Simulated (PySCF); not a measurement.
A calculated (wB97X-V, PySCF 2.14, def2-QZVPPD, the non-relativistic Hamiltonian (point nucleus)) atom or ion has these occupied shells.

| shell | electrons | orbital energy (eV) | rms radius, mean of both spins (bohr) |
| --- | --- | --- | --- |
| 1s α | 1 | -13136.3 | 0.0505 |
| 1s β | 1 | -13136.1 | 0.0505 |
| 2s α | 1 | -1703.7 | 0.210 |
| 2s β | 1 | -1703.5 | 0.210 |
| 2p α | 3 | -1535.1 | 0.185 |
| 2p β | 3 | -1535.0 | 0.185 |
| 3s α | 1 | -241.81 | 0.602 |
| 3s β | 1 | -241.56 | 0.602 |
| 3p α | 3 | -182.55 | 0.614 |
| 3p β | 3 | -182.37 | 0.614 |
| 3d α | 5 | -77.024 | 0.652 |
| 3d β | 5 | -76.839 | 0.652 |
| 4s α | 1 | -26.014 | 1.83 |
| 4p α | 3 | -12.754 | 2.25 |
| 4p β | 3 | -11.327 | 2.25 |

Q: Name the element and its charge.

A: Br (bromine, neutral), in [Ar] 3d10 4s1 4p6, 2S determinant (an excited configuration).
